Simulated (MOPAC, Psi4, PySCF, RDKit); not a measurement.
Torsional profile of SMILES C=Cc1ccccc1S (C₈H₈S). Scanned: dihedral C1–C2–C3–C4; all other coordinates were relaxed at GFN2-xTB. Points at φ and −φ are mirror images.

Atom numbering (GFN2-xTB optimised geometry, Å):
```
17

C      2.6820    -1.1467     0.1480
C      1.9147    -0.0662     0.0860
C      0.4571    -0.0539     0.0926
C     -0.2872    -1.1046     0.6271
C     -1.6679    -1.0796     0.6341
C     -2.3408     0.0093     0.1042
C     -1.6283     1.0674    -0.4277
C     -0.2410     1.0432    -0.4322
S      0.6659     2.3960    -1.1294
H      2.2767    -2.1434     0.1972
H      3.7556    -1.0716     0.1364
H      2.3801     0.9083     0.0000
H      0.2339    -1.9453     1.0582
H     -2.2210    -1.9051     1.0563
H     -3.4199     0.0403     0.1066
H     -2.1545     1.9176    -0.8394
H     -0.4054     3.1343    -1.4179
```

- PM7, restricted, heats of formation // GFN2-xTB (MOPAC)
- MMFF94 // GFN2-xTB (RDKit)
- RHF/LANL2DZ = PySCF 2.14.0 with restricted Hartree-Fock/LANL2DZ, with its core potentials past Ne // GFN2-xTB
- RHF/3-21G = restricted Hartree-Fock/3-21G, density fitting // GFN2-xTB (PySCF 2.14.0)
- RKS-B3LYP/6-31G* = PySCF with restricted B3LYP/6-31G*, spherical d, density fitting // GFN2-xTB
- PBE-D3(BJ)/def2-SVP // GFN2-xTB (Psi4)

Energies in eV, each method relative to its own lowest point.

```
φ / °    PM7  MMFF94  RHF/LANL2DZ  RHF/3-21G  RKS-B3LYP/6-31G*  PBE-D3(BJ)/def2-SVP
-----  -----  ------  -----------  ---------  ----------------  -------------------
-150   0.139   0.238        0.122      0.111             0.080                0.055
-120   0.031   0.094        0.136      0.075             0.117                0.127
-90    0.000   0.046        0.129      0.053             0.133                0.161
-60    0.014   0.000        0.041      0.003             0.051                0.074
-30    0.057   0.025        0.000      0.000             0.000                0.000
0      0.114   0.091        0.026      0.043             0.020                0.002
30     0.057   0.025        0.000      0.000             0.000                0.000
60     0.014   0.000        0.041      0.003             0.051                0.074
90     0.000   0.046        0.129      0.053             0.133                0.161
120    0.031   0.094        0.136      0.075             0.117                0.127
150    0.139   0.238        0.122      0.111             0.080                0.055
180    0.243   0.358        0.136      0.162             0.086                0.042
```

Root-mean-square difference from the PBE-D3(BJ)/def2-SVP profile, itself a level with limits, after the best constant shift (eV): PM7 0.112, MMFF94 0.130, RHF/LANL2DZ 0.042, RHF/3-21G 0.070, RKS-B3LYP/6-31G* 0.023.
